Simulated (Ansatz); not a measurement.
Consider the atomization: `O=C[Te][SiH3]` → C• + 4 H• + O• + Si• + Te•.

Gas-phase electronic energies from Ansatz, PBE0-D4/def2-TZVP geometries. CCSD(T)/CBS is the MP2 limit (def2-TZVPP, def2-QZVPP) plus CCSD(T) − MP2 in def2-TZVPP, frozen cores. This one scheme is used for every species, atoms too. DFT in def2-TZVPP. No spin–orbit coupling; open shells (•) take unrestricted orbitals. Spin–orbit coupling would lower the free atoms: a little for C, O, Si; strongly for Te. Elements past krypton have def2 core potentials. Bonds to Te are less sure, by a few kJ/mol each and by 10 to 20 or more in all where they break to atoms, as the def2 sets lack core-valence functions. One conformer a species, not always the lowest.

```json
{"level": "PBE-D4", "ΔE (kcal/mol)": "646.0"}
{"level": "PBE0-D4", "ΔE (kcal/mol)": "626.5"}
{"level": "B2PLYP", "ΔE (kcal/mol)": "619.9"}
{"level": "PBE", "ΔE (kcal/mol)": "641.4"}
{"level": "r2SCAN", "ΔE (kcal/mol)": "630.6"}
{"level": "PBE0", "ΔE (kcal/mol)": "622.6"}
{"level": "HF/def2-TZVPP", "ΔE (kcal/mol)": "426.6"}
{"level": "SCS-MP2/def2-TZVPP", "ΔE (kcal/mol)": "616.5"}
```

What does CCSD(T)/CBS give? (Estimate.)

Ansatz gave: +631.0 kcal/mol. The listed levels differ from it by 15.0, -4.5, -11.1, 10.4, -0.4, -8.4, -204.4, -14.5 kcal/mol.

Largest T1 diagnostic among the species: 0.016.

From PBE to PBE0 (25 % exact exchange), in def2-TZVPP and without D4, ΔE moves by −18.8 kcal/mol: exact exchange takes away binding that semilocal exchange gives to molecules. The D4 term adds +7.6 kcal/mol with B3LYP and +3.9 kcal/mol with PBE0; it sums over pairs of atoms, weighted by their polarisabilities, and B3LYP, whose exchange is more repulsive, gets the larger term. In def2-TZVPP, CCSD(T) changes the Hartree–Fock value by +182.2 kcal/mol (the triples alone add +14.1 kcal/mol) and MP2 by +193.1 kcal/mol; breaking electron pairs costs correlation energy, which Hartree–Fock lacks.

B3LYP here is the variant with VWN-RPA as its local correlation; programs differ in this.

For atomizations the MP2-based limit and the directly extrapolated one differ by several kJ/mol either way, and by 10 to 25 for some Ge, Se and Sn compounds, so smaller differences from it don't rank the levels.
